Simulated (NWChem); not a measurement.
System: SiH3I; SMILES [SiH3]I

Input file for NWChem:

```
start job
memory heap 200 mb stack 900 mb global 1100 mb
geometry units angstroms noautoz
  Si     0.000000     0.000000     1.799927
  I      0.000000     0.000000    -0.649111
  H      1.082660     0.906455     2.273763
  H      0.243683    -1.390839     2.273763
  H     -1.326343     0.484384     2.273763
end
basis spherical
  Si library def2-svp
  I library def2-svp
  H library def2-svp
end
ecp
  I library def2-ecp
end
dft
  xc rpbe cpbe96
  iterations 150
  mulliken
end
task dft energy
```

All runs use the structure optimised with PBE0/def2-SVP. def2 effective core potentials on I; no spin-orbit coupling.

Predict the main results of this run. (RPBE/def2-SVP with def2 effective core potentials on I.) Quantities: energy (Ha); highest occupied level (eV); orbital gap (eV); dipole (D).


```
Quantity                      Result
---------------------------  -------
energy (Ha)                  -588.96
highest occupied level (eV)    -6.46
orbital gap (eV)                5.01
dipole (D)                      1.12
```
